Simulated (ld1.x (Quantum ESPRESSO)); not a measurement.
**Building the PAW potential for niobium (Nb) (LDA (PZ), fully relativistic).**

ld1.x (Quantum ESPRESSO) 7.5 was run on this input:

```
&input
   title='Nb', zed=41., rel=2, dft='PZ', iswitch=3,
   config='[Kr] 4d4 5s0 5p0', rel_dist='average',
   nld=5, rlderiv=2.95, eminld=-5.0, emaxld=5.0, deld=0.02
 /
 &inputp
   pseudotype=3, lpaw=.true., tm=.true., lloc=-1, rcloc=1.80,
   nlcc=.true., new_core_ps=.true., rcore=2.00,
   which_augfun='BESSEL', rmatch_augfun=1.65,
   file_pseudopw='Nb.UPF', file_wfcaegen='ae.wfc', file_wfcncgen='nc.wfc', file_beta='beta', file_chi='chi', file_wfcusgen='us.wfc'
 /
6
5S  1  0   0.00   0.00  2.45  2.70  0.0
5S  1  0   0.00   0.40  2.45  2.70  0.0
4P  2  1   6.00   0.00  1.70  1.90  0.0
5P  3  1   0.00   0.00  1.70  1.90  0.0
4D  3  2   4.00   0.00  2.05  2.60  0.0
4D  3  2   0.00   1.80  2.05  2.60  0.0
 &test
   configts(1)='4p6 4d4 5s0 5p0'
 /
```

Command:

```bash
ld1.x < Nb.in > Nb.out
```

Output (shortened: banner, matrices, multipoles, cross overlaps and the repeated all-electron block are left out):

```
Program LD1 v.7.5
     --------------------------- All-electron run ----------------------------

     Nb
     dirac relativistic calculation

     atomic number is 41.00
     dft =PZ   lsd =0 sic =0 latt =0  beta=0.20 tr2=1.0E-14
     Exchange-correlation= PZ
                           (   1   1   0   0   0   0   0)
     mesh =1227 r(mesh) = 100.62774 a.u. xmin = -7.00 dx = 0.01250
     1 Ry =  13.60569312 eV, c = 137.03599908

     n l j   nl                  e(Ry)          e(Ha)          e(eV)
     Spin orbit split results
     1 0 0.5 1S 1( 2.00)     -1380.2842      -690.1421    -18779.7228
     2 0 0.5 2S 1( 2.00)      -193.4841       -96.7420     -2632.4847
     2 1 0.5 2P 1( 2.00)      -177.7321       -88.8661     -2418.1686
     2 1 1.5 2P 1( 4.00)      -170.7044       -85.3522     -2322.5518
     3 0 0.5 3S 1( 2.00)       -32.6366       -16.3183      -444.0431
     3 1 0.5 3P 1( 2.00)       -26.7020       -13.3510      -363.2997
     3 1 1.5 3P 1( 4.00)       -25.5623       -12.7812      -347.7934
     4 0 0.5 4S 1( 2.00)        -4.7724        -2.3862       -64.9321
     4 1 0.5 4P 1( 2.00)        -3.1293        -1.5647       -42.5764
     4 1 1.5 4P 1( 4.00)        -2.9728        -1.4864       -40.4464
     3 2 1.5 3D 1( 4.00)       -15.0400        -7.5200      -204.6295
     3 2 2.5 3D 1( 6.00)       -14.8276        -7.4138      -201.7401
     4 2 1.5 4D 1( 1.60)        -0.7094        -0.3547        -9.6518
     4 2 2.5 4D 1( 2.40)        -0.6970        -0.3485        -9.4838
     5 0 0.5 5S 1( 0.00)        -0.7153        -0.3577        -9.7324
     5 1 0.5 5P 1( 0.00)        -0.4435        -0.2218        -6.0346
     5 1 1.5 5P 1( 0.00)        -0.4308        -0.2154        -5.8607
     Averaged results
     1 0     1S 1( 2.00)     -1380.2842      -690.1421    -18779.7228
     2 0     2S 1( 2.00)      -193.4841       -96.7420     -2632.4847
     2 1     2P 1( 6.00)      -173.0470       -86.5235     -2354.4241
     3 0     3S 1( 2.00)       -32.6366       -16.3183      -444.0431
     3 1     3P 1( 6.00)       -25.9422       -12.9711      -352.9622
     4 0     4S 1( 2.00)        -4.7724        -2.3862       -64.9321
     4 1     4P 1( 6.00)        -3.0249        -1.5125       -41.1564
     3 2     3D 1(10.00)       -14.9126        -7.4563      -202.8959
     4 2     4D 1( 4.00)        -0.7020        -0.3510        -9.5510
     5 0     5S 1( 0.00)        -0.7153        -0.3577        -9.7324
     5 1     5P 1( 0.00)        -0.4350        -0.2175        -5.9187

     final scf error:  8.9E-15 reached in  31 iterations

     Etot =   -7631.576647 Ry,   -3815.788324 Ha, -103832.889908 eV

     Ekin =    7897.493253 Ry,    3948.746627 Ha,  107450.869645 eV
     Encl =  -18419.684995 Ry,   -9209.842498 Ha, -250612.581465 eV
     Eh   =    3119.828785 Ry,    1559.914392 Ha,   42447.433038 eV
     Exc  =    -229.213690 Ry,    -114.606845 Ha,   -3118.611126 eV

     normalization and overlap integrals

     s(1S/1S) =  1.000000  <r> =   0.0361  <r2> =    0.0018  r(max) =   0.0235
     s(2S/2S) =  1.000000  <r> =   0.1579  <r2> =    0.0295  r(max) =   0.1335
     s(2P/2P) =  1.000000  <r> =   0.1347  <r2> =    0.0223  r(max) =   0.1040
     s(2P/2P) =  1.000000  <r> =   0.1392  <r2> =    0.0236  r(max) =   0.1080
     s(3S/3S) =  1.000000  <r> =   0.4439  <r2> =    0.2260  r(max) =   0.3961
     s(3P/3P) =  1.000000  <r> =   0.4392  <r2> =    0.2249  r(max) =   0.3815
     s(3P/3P) =  1.000000  <r> =   0.4498  <r2> =    0.2357  r(max) =   0.3912
     s(4S/4S) =  1.000000  <r> =   1.1585  <r2> =    1.5248  r(max) =   1.0242
     s(4P/4P) =  1.000000  <r> =   1.2816  <r2> =    1.8891  r(max) =   1.1040
     s(4P/4P) =  1.000000  <r> =   1.3140  <r2> =    1.9863  r(max) =   1.1319
     s(3D/3D) =  1.000000  <r> =   0.4313  <r2> =    0.2245  r(max) =   0.3325
     s(3D/3D) =  1.000000  <r> =   0.4348  <r2> =    0.2281  r(max) =   0.3367
     s(4D/4D) =  1.000000  <r> =   2.0494  <r2> =    5.1498  r(max) =   1.4902
     s(4D/4D) =  1.000000  <r> =   2.0725  <r2> =    5.2680  r(max) =   1.5090
     s(5S/5S) =  1.000000  <r> =   3.3442  <r2> =   12.6450  r(max) =   2.8905
     s(5P/5P) =  1.000000  <r> =   4.1619  <r2> =   19.6818  r(max) =   3.5749
     s(5P/5P) =  1.000000  <r> =   4.2510  <r2> =   20.5220  r(max) =   3.6654

     ------------------------ End of All-electron run ------------------------

     --------------------- Generating PAW atomic setup --------------------

      Generating local potential from pseudized AE potential:
      Matching radius rcloc =   1.8000

      Local pseudo, rcloc= 1.798 Estimated cut-off energy=     7.50 Ry

      Computing core charge for nlcc:

       r > 2.01 : true rho core
      Core charge pseudized with two Bessel functions
      Integrated core pseudo-charge :   1.86

     Fully relativistic calculation: |psi|^2

     Wfc 5S LC norm =  0.99996436 SC norm =  0.00003322 missing  0.00000243
     Speed at rcutus      0.527 a.u.,  v/c =  0.003848,  (v/c)^2 =  0.00001480

     Wfc 4P LC norm =  0.99978256 SC norm =  0.00021741 missing  0.00000003
     Speed at rcutus      0.324 a.u.,  v/c =  0.002365,  (v/c)^2 = -0.00000560

     Wfc 4P LC norm =  0.99979177 SC norm =  0.00020813 missing  0.00000010
     Speed at rcutus      0.257 a.u.,  v/c =  0.001876,  (v/c)^2 = -0.00000352

     Wfc 5P LC norm =  0.99997668 SC norm =  0.00002298 missing  0.00000035
     Speed at rcutus      0.255 a.u.,  v/c =  0.001858,  (v/c)^2 =  0.00000345

     Wfc 5P LC norm =  0.99997747 SC norm =  0.00001872 missing  0.00000381
     Speed at rcutus      0.216 a.u.,  v/c =  0.001579,  (v/c)^2 =  0.00000249

     Wfc 4D LC norm =  0.99990630 SC norm =  0.00009367 missing  0.00000003
     Speed at rcutus      0.453 a.u.,  v/c =  0.003306,  (v/c)^2 =  0.00001093

     Wfc 4D LC norm =  0.99990823 SC norm =  0.00008932 missing  0.00000245
     Speed at rcutus      0.460 a.u.,  v/c =  0.003358,  (v/c)^2 =  0.00001128
      Wfc-us  5S rcutus= 2.682  Estimated cut-off energy=    16.94 Ry
      Wfc-us  5S rcutus= 2.682  Estimated cut-off energy=     7.60 Ry
      Wfc-us  4P rcutus= 1.890  Estimated cut-off energy=    23.48 Ry
      Wfc-us  4P rcutus= 1.890  Estimated cut-off energy=    23.37 Ry
      Wfc-us  5P rcutus= 1.890  Estimated cut-off energy=    42.60 Ry
      Wfc-us  5P rcutus= 1.890  Estimated cut-off energy=    41.83 Ry
      Wfc-us  4D rcutus= 2.615  Estimated cut-off energy=    16.99 Ry
      Wfc-us  4D rcutus= 2.615  Estimated cut-off energy=    16.98 Ry
      Wfc-us  4D rcutus= 2.615  Estimated cut-off energy=    15.22 Ry
      Wfc-us  4D rcutus= 2.615  Estimated cut-off energy=    15.17 Ry

     Required augmentation: BESSEL   radius:    1.650000
     Suggested rho cutoff for augmentation:  35.70 Ry

     Estimated PAW energy = -290.663806 Ryd

     ------------------- End of pseudopotential generation -------------------

     Computing logarithmic derivative in   2.94526

       Warning: n=1, l=0 expected 0 nodes, found 1
       Setting wfc to zero for this iteration
       (This warning will only be printed once per wavefunction)

       Zero norm: self consistency problem; state:  5 (l=  0, j=0.5)
     Computing logarithmic derivative in   2.94526
     Computing the partial wave expansion
     R is outside the sphere for l=    0 j= 0.50
     R is outside the sphere for l=    0 j= 0.50
     R is outside the sphere for l=    1 j= 0.50
     R is outside the sphere for l=    1 j= 0.50
     R is outside the sphere for l=    1 j= 1.50
     R is outside the sphere for l=    1 j= 1.50
     R is outside the sphere for l=    2 j= 1.50
     R is outside the sphere for l=    2 j= 1.50
     R is outside the sphere for l=    2 j= 2.50
     R is outside the sphere for l=    2 j= 2.50

     ---------------------- Testing the pseudopotential ----------------------

     Nb
     dirac relativistic calculation

     atomic number is 41.00   valence charge is 11.00
     dft = SLA  PZ   NOGX NOGC   lsd =0 sic =0 latt =0  beta=0.20 tr2=1.0E-14
     mesh =1227 r(mesh) = 100.62774 xmin = -7.00 dx = 0.01250

     n l  j  nl             e AE (Ry)       e PS (Ry)    De AE-PS (Ry)
     2 1 0.5 4P   1( 2.00)       -3.12931       -3.12931        0.00000
     2 1 1.5 4P   1( 4.00)       -2.97275       -2.97276        0.00000
     3 2 1.5 4D   1( 1.60)       -0.70939       -0.70939        0.00000
     3 2 2.5 4D   1( 2.40)       -0.69705       -0.69705        0.00000
     1 0 0.5 5S   1( 0.00)       -0.71532       -0.71532        0.00000
     3 1 0.5 5P   1( 0.00)       -0.44353       -0.44353       -0.00001
     3 1 1.5 5P   1( 0.00)       -0.43076       -0.43075       -0.00000

     eps = 1.5E-16  iter =  4

     Etot =   -7631.576647 Ry,   -3815.788324 Ha, -103832.889908 eV
     Etotps =  -290.663806 Ry,    -145.331903 Ha,   -3954.682552 eV

     Ekin =     124.623664 Ry,      62.311832 Ha,    1695.591329 eV
     Encl =    -243.535471 Ry,    -121.767736 Ha,   -3313.468884 eV
     Ehrt =      57.461702 Ry,      28.730851 Ha,     781.806282 eV
     Ecxc =    -229.213701 Ry,    -114.606851 Ha,   -3118.611280 eV
     (Ecc =      -1.451668 Ry,      -0.725834 Ha,     -19.750952 eV)

     ---------------------- End of pseudopotential test ----------------------
```

Generation and configuration tests took about 7.3 s on one core of a shared server CPU.

Transferability test of the new file with ld1.x, input:

```
&input
   title='Nb', zed=41., rel=2, dft='PZ', iswitch=2,
   config='[Kr] 4d4 5s0 5p0', rel_dist='average'
 /
 &test
   file_pseudo='Nb.UPF', nconf=8,
   configts(1)='4p6 4d4 5s0 5p0',
   configts(2)='4p6 4d4 5s1 5p0',
   configts(3)='4p6 4d3 5s0 5p0',
   configts(4)='4p6 4d2 5s0 5p0',
   configts(5)='4p6 4d4 5s0.5 5p0',
   configts(6)='4p6 4d3 5s1 5p0',
   configts(7)='4p5 4d4 5s1 5p0',
   configts(8)='4p6 4d3 5s1 5p1'
 /
```

```bash
ld1.x < Nb.test.in > Nb.test.out
```

Pseudopotential blocks of its output, shortened (energy terms left out; the distinct warnings before each block abridged to one line each):

```
     Warning: n=1, l=0 expected 0 nodes, found 1
     ---------------------- Testing the pseudopotential ----------------------

     n l  j  nl             e AE (Ry)       e PS (Ry)    De AE-PS (Ry)
     2 1 0.5 4P   1( 2.00)       -3.12931       -3.12931        0.00000
     2 1 1.5 4P   1( 4.00)       -2.97275       -2.97276        0.00000
     3 2 1.5 4D   1( 1.60)       -0.70939       -0.70939        0.00000
     3 2 2.5 4D   1( 2.40)       -0.69705       -0.69705        0.00000
     1 0 0.5 5S   1( 0.00)       -0.71532       -0.71532        0.00000
     3 1 0.5 5P   1( 0.00)       -0.44353       -0.44353       -0.00001
     3 1 1.5 5P   1( 0.00)       -0.43076       -0.43075       -0.00000

     eps = 1.5E-16  iter =  4

     Etot =   -7631.576647 Ry,   -3815.788324 Ha, -103832.889908 eV
     Etotps =  -290.663806 Ry,    -145.331903 Ha,   -3954.682552 eV

     ---------------------- End of pseudopotential test ----------------------

          BEWARE! Errors in PS-KS equations
     Warning: n=3, l=2 expected 0 nodes, found 1
     ---------------------- Testing the pseudopotential ----------------------

     n l  j  nl             e AE (Ry)       e PS (Ry)    De AE-PS (Ry)
     2 1 0.5 4P   1( 2.00)       -2.64994       -3.12931        0.47936  !
     2 1 1.5 4P   1( 4.00)       -2.49298       -2.97276        0.47978  !
     3 2 1.5 4D   1( 1.60)       -0.24297       -0.70939        0.46643  !
     3 2 2.5 4D   1( 2.40)       -0.23152       -0.69705        0.46553  !
     1 0 0.5 5S   1( 1.00)       -0.30882       -0.30882        0.00000
     3 1 0.5 5P   1( 0.00)       -0.09489       -0.05980       -0.03509  !
     3 1 1.5 5P   1( 0.00)       -0.08777       -0.05765       -0.03012  !

     eps = 5.3E-15  iter = 22

     Etot =   -7632.085018 Ry,   -3816.042509 Ha, -103839.806644 eV
     Etotps =  -290.972630 Ry,    -145.486315 Ha,   -3958.884307 eV
     dEtot_ae =      -0.508371 Ry
     dEtot_ps =      -0.308823 Ry,   Delta E=      -0.199547 Ry

     ---------------------- End of pseudopotential test ----------------------

          ---------------------- Testing the pseudopotential ----------------------

     n l  j  nl             e AE (Ry)       e PS (Ry)    De AE-PS (Ry)
     2 1 0.5 4P   1( 2.00)       -3.93062       -3.93317        0.00254
     2 1 1.5 4P   1( 4.00)       -3.77118       -3.77360        0.00242
     3 2 1.5 4D   1( 1.20)       -1.42907       -1.43019        0.00112
     3 2 2.5 4D   1( 1.80)       -1.41428       -1.41538        0.00109
     1 0 0.5 5S   1( 0.00)       -1.26396       -1.26396        0.00000
     3 1 0.5 5P   1( 0.00)       -0.92052       -0.92053        0.00001
     3 1 1.5 5P   1( 0.00)       -0.90021       -0.90014       -0.00008

     eps = 4.7E-15  iter = 14

     Etot =   -7630.527423 Ry,   -3815.263711 Ha, -103818.614479 eV
     Etotps =  -289.614244 Ry,    -144.807122 Ha,   -3940.402522 eV
     dEtot_ae =       1.049225 Ry
     dEtot_ps =       1.049563 Ry,   Delta E=      -0.000338 Ry

     ---------------------- End of pseudopotential test ----------------------

          ---------------------- Testing the pseudopotential ----------------------

     n l  j  nl             e AE (Ry)       e PS (Ry)    De AE-PS (Ry)
     2 1 0.5 4P   1( 2.00)       -4.86908       -4.87863        0.00955  !
     2 1 1.5 4P   1( 4.00)       -4.70504       -4.71422        0.00917  !
     3 2 1.5 4D   1( 0.80)       -2.27317       -2.27885        0.00568  !
     3 2 2.5 4D   1( 1.20)       -2.25582       -2.26142        0.00561  !
     1 0 0.5 5S   1( 0.00)       -1.89134       -1.89134        0.00000
     3 1 0.5 5P   1( 0.00)       -1.48118       -1.48271        0.00153
     3 1 1.5 5P   1( 0.00)       -1.45303       -1.45379        0.00076

     eps = 4.0E-15  iter = 15

     Etot =   -7628.695016 Ry,   -3814.347508 Ha, -103793.683318 eV
     Etotps =  -287.778818 Ry,    -143.889409 Ha,   -3915.430282 eV
     dEtot_ae =       2.881631 Ry
     dEtot_ps =       2.884989 Ry,   Delta E=      -0.003357 Ry

     ---------------------- End of pseudopotential test ----------------------

          BEWARE! Errors in PS-KS equations
     ---------------------- Testing the pseudopotential ----------------------

     n l  j  nl             e AE (Ry)       e PS (Ry)    De AE-PS (Ry)
     2 1 0.5 4P   1( 2.00)       -2.87807       -3.12931        0.25124  !
     2 1 1.5 4P   1( 4.00)       -2.72135       -2.97276        0.25141  !
     3 2 1.5 4D   1( 1.60)       -0.46634       -0.70939        0.24305  !
     3 2 2.5 4D   1( 2.40)       -0.45448       -0.69705        0.24257  !
     1 0 0.5 5S   1( 0.50)       -0.50650       -0.50650        0.00000
     3 1 0.5 5P   1( 0.00)       -0.26306       -0.13865       -0.12442  !
     3 1 1.5 5P   1( 0.00)       -0.25312       -0.13617       -0.11694  !

     eps = 4.8E-15  iter = 22

     Etot =   -7631.881782 Ry,   -3815.940891 Ha, -103837.041476 eV
     Etotps =  -290.917056 Ry,    -145.458528 Ha,   -3958.128189 eV
     dEtot_ae =      -0.305135 Ry
     dEtot_ps =      -0.253250 Ry,   Delta E=      -0.051885 Ry

     ---------------------- End of pseudopotential test ----------------------

          BEWARE! Errors in PS-KS equations
     Warning: n=2, l=1 expected 0 nodes, found 1
     ---------------------- Testing the pseudopotential ----------------------

     n l  j  nl             e AE (Ry)       e PS (Ry)    De AE-PS (Ry)
     2 1 0.5 4P   1( 2.00)       -3.33568       -3.93317        0.59749  !
     2 1 1.5 4P   1( 4.00)       -3.17662       -3.77360        0.59698  !
     3 2 1.5 4D   1( 1.20)       -0.86137       -1.43019        0.56882  !
     3 2 2.5 4D   1( 1.80)       -0.84761       -1.41538        0.56777  !
     1 0 0.5 5S   1( 1.00)       -0.79347       -0.79347        0.00000
     3 1 0.5 5P   1( 0.00)       -0.50265       -0.38762       -0.11503  !
     3 1 1.5 5P   1( 0.00)       -0.48820       -0.38187       -0.10632  !

     eps = 3.0E-15  iter = 20

     Etot =   -7631.555102 Ry,   -3815.777551 Ha, -103832.596774 eV
     Etotps =  -290.407710 Ry,    -145.203855 Ha,   -3951.198179 eV
     dEtot_ae =       0.021545 Ry
     dEtot_ps =       0.256097 Ry,   Delta E=      -0.234552 Ry

     ---------------------- End of pseudopotential test ----------------------

          BEWARE! Errors in PS-KS equations
     ---------------------- Testing the pseudopotential ----------------------

     n l  j  nl             e AE (Ry)       e PS (Ry)    De AE-PS (Ry)
     2 1 0.5 4P   1( 1.67)       -3.46495       -4.06444        0.59949  !
     2 1 1.5 4P   1( 3.33)       -3.30206       -3.90024        0.59817  !
     3 2 1.5 4D   1( 1.60)       -0.93679       -1.51724        0.58045  !
     3 2 2.5 4D   1( 2.40)       -0.92179       -1.50129        0.57950  !
     1 0 0.5 5S   1( 1.00)       -0.81339       -1.05741        0.24402  !
     3 1 0.5 5P   1( 0.00)       -0.51341       -0.39167       -0.12174  !
     3 1 1.5 5P   1( 0.00)       -0.49824       -0.38585       -0.11240  !

     eps = 7.3E-15  iter = 27

     Etot =   -7629.151995 Ry,   -3814.575997 Ha, -103799.900832 eV
     Etotps =  -288.244828 Ry,    -144.122414 Ha,   -3921.770681 eV
     dEtot_ae =       2.424652 Ry
     dEtot_ps =       2.418978 Ry,   Delta E=       0.005674 Ry

     ---------------------- End of pseudopotential test ----------------------
```

The test run then stopped with an error in new_paw_hamiltonian: “negative rho”.
